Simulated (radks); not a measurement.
Question: These are the eigenvalues of the occupied orbitals of an atom or ion with whole-number occupations (eV). All-electron calculation, scalar-relativistic Kohn-Sham, r2SCAN, spin-polarised, spherical densities, finite nucleus; meta-GGA in the generalised Kohn-Sham scheme; Fermi nuclear charge, rms radius of each element as measured or else 0.836 A^(1/3) + 0.57 fm. Program: a radial shooting solver on a logarithmic mesh with Libxc functionals.

| orbital | eigenvalue |
|---|---|
| 1s up | -27805.95 |
| 1s down | -27805.93 |
| 2s down | -4178.407 |
| 2s up | -4178.403 |
| 2p up | -3747.383 |
| 2p down | -3747.376 |
| 3s up | -799.0158 |
| 3s down | -799.0085 |
| 3p up | -656.7994 |
| 3p down | -656.7894 |
| 3d up | -436.4827 |
| 3d down | -436.4742 |
| 4s up | -122.9286 |
| 4s down | -122.9103 |
| 4p up | -80.4242 |
| 4p down | -80.4119 |
| 4d up | -19.2136 |
| 4d down | -19.1560 |
| 5s up | -8.7901 |
| 5s down | -8.0152 |
| 5p up | -2.8703 |

Which element is it, and in what charge state? The configuration may be excited. Open shells, if any, are filled with parallel spins first.

Answer: Z = 49, indium, charge 0: In in [Kr] 4d10 5s2 5p1. The list shows which subshells hold electrons but not how many an open one holds; the 1s level, -1021.8 hartree, gives Z - s = 45.2 by -(Z - s)^2/2, which with screening and relativity narrows Z to a few neighbours, and the depths of the outer levels then fix element, charge and occupations together.
